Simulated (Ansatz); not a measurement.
Born–Oppenheimer molecular dynamics of C₂H₅Te (8 atoms, charge 1, multiplicity 1). It starts from a relaxed structure.

Method: Ansatz, RKS BLYP-D4/def2-SVP.

```json
{
 "ensemble": "NVT, Nosé–Hoover chain",
 "time step": "1 fs",
 "steps asked": "300",
 "set temperature": "200 K",
 "thermostat": "time constant 100 fs, chain length 3",
 "seed": "175297"
}
```

First frame:

```xyz
8
Properties=species:S:1:pos:R:3
C -0.087 1.102 -0.246
C -0.161 -0.344 0.007
Te 1.329 -1.478 0.777
H -0.924 1.604 0.299
H -0.331 1.289 -1.322
H 0.873 1.587 0.011
H -1.101 -0.872 -0.236
H 0.402 -2.889 0.711
```

(1) How far do the bonds stretch over the last three quarters of this one trajectory? (Pairs bonded in most of those frames.)

## Answers

(1) 
```csv
bond,mean (Å),spread (Å),shortest,longest
C1–C2,1.472,0.018,1.42,1.51
C1–H4,1.121,0.030,1.07,1.17
C1–H5,1.121,0.029,1.06,1.18
C1–H6,1.108,0.023,1.07,1.15
C2–Te3,2.027,0.021,1.97,2.07
C2–H7,1.109,0.033,1.06,1.16
Te3–H8,1.694,0.035,1.64,1.75
```

Mean temperature of the second half: 182 K. The conserved energy stayed within 1.2 meV per atom of its start (net change 0.81 meV per atom), so the integration is sound. A run of 0.3 ps of so small a system gives no equilibrium averages. Limits of this set-up: the dipole of an ion depends on the origin.

Run time: 9.3 min on 1 CPU thread of a shared host.
